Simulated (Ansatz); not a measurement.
```xyz
2

Si    0.0000    0.0000    0.0000
C     0.0000    0.0000    1.7200
```

Basis set: pcseg-2 (spherical functions). Charge 0, multiplicity 3.

Computed with Ansatz (development build ahead of 0.2.0); each method stands on the lowest determinant of its kind that the runs found.

(1) Give the atomization energy at this shape (free ground-state atoms in the same class of orbitals less the molecule, no zero-point energy) of triplet SiC by PBE (unrestricted), UHF, ROHF.

## Answers

(1)

```
            method  atomization energy
PBE (unrestricted)             4.78 eV
               UHF             2.65 eV
              ROHF             2.27 eV
```

Caution for UHF: the unrestricted determinant is spin contaminated.

The shape needn't be a minimum at these levels.
